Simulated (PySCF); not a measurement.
C₄H₆O₂Si. Atoms are numbered in the order given.

```xyz
13

O      0.5449    -2.8613     0.0000
C      0.2211    -1.5643     0.0000
C      0.9262    -0.3886     0.0000
C     -0.0681     0.6638     0.0000
Si     0.2438     2.5030     0.0000
C     -1.2768     0.0180     0.0000
O     -1.1031    -1.3404     0.0000
H      1.5084    -2.9310     0.0000
H      2.0092    -0.2747     0.0000
H     -0.3435     3.1603    -1.2073
H      1.7192     2.7330     0.0000
H     -0.3435     3.1603     1.2073
H     -2.3120     0.3503     0.0000
```
Charge 0, spin multiplicity 1.

Geometry optimised at r2SCAN-D4/def2-SVP. The geometry has at least one imaginary mode, so it is a saddle point at that level. The structure was generated by enumeration, and PubChem lists no compound with its InChIKey, so it may never have been made. Other conformers were not sampled.

All values below come from PBE/pcSseg-1 in PySCF.

GIAO shieldings, no solvent; atoms alike by connectivity are averaged. δ = σ(ref) − σ: ¹⁷O against H2O (σ = 334.3 ppm); ¹³C against TMS (σ = 182.0 ppm); ²⁹Si against TMS (σ = 335.4 ppm); ¹H against TMS (σ = 31.49 ppm), references at their B3LYP-D3(BJ)/def2-TZVP geometries, non-relativistic.

| nucleus | atoms | count | δ (ppm) |
|---|---|---|---|
| ¹⁷O | O7 | 1 | 314.0 |
| ¹⁷O | O1 | 1 | 121.8 |
| ¹³C | C2 | 1 | 165.7 |
| ¹³C | C6 | 1 | 142.7 |
| ¹³C | C4 | 1 | 112.6 |
| ¹³C | C3 | 1 | 90.4 |
| ²⁹Si | Si5 | 1 | -83.1 |
| ¹H | H13 | 1 | 7.06 |
| ¹H | H9 | 1 | 5.33 |
| ¹H | H10, H11, H12 | 3 | 4.74 |
| ¹H | H8 | 1 | 4.38 |
